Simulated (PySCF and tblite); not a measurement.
The numbers below are computed, except where a source is named.
C5H5FO, numbered as in [CH3:1][c:2]1[cH:3][c:4]([F:5])[cH:6][o:7]1.

Search: ETKDG and KDG, MMFF94s, GFN2-xTB, 45 starts; geometries at GFN2-xTB. Weights use PBE0-D3(BJ)/def2-SVP (IEF-PCM, water) energies plus GFN2-xTB zero-point and thermal terms (modes under about 100 cm⁻¹ blended into free rotors). Symmetry numbers and mirror images are counted. Conformers within 2.5 kcal/mol (GFN2-xTB free energy) were kept, 6 at most. GIAO shieldings: KT3/pcSseg-1 (IEF-PCM, water). Shifts are against TMS (¹H), TMS (¹³C) at the same level. Programs: PySCF with density fitting and tblite.

Problem. What shifts does this protocol give at 298.15 K under fast conformational exchange?

Solution. ¹H: 7.51 (H6, 1H), 6.25 (H3, 1H), 2.46 (H1, 3H) ppm. ¹³C: 155.5 (C4), 146.4 (C2), 120.6 (C6), 96.8 (C3), 17.5 (C1) ppm.

Shifts are unscaled: against experiment ¹³C can be off by 15 ppm or more and ¹H by 0.8 ppm.
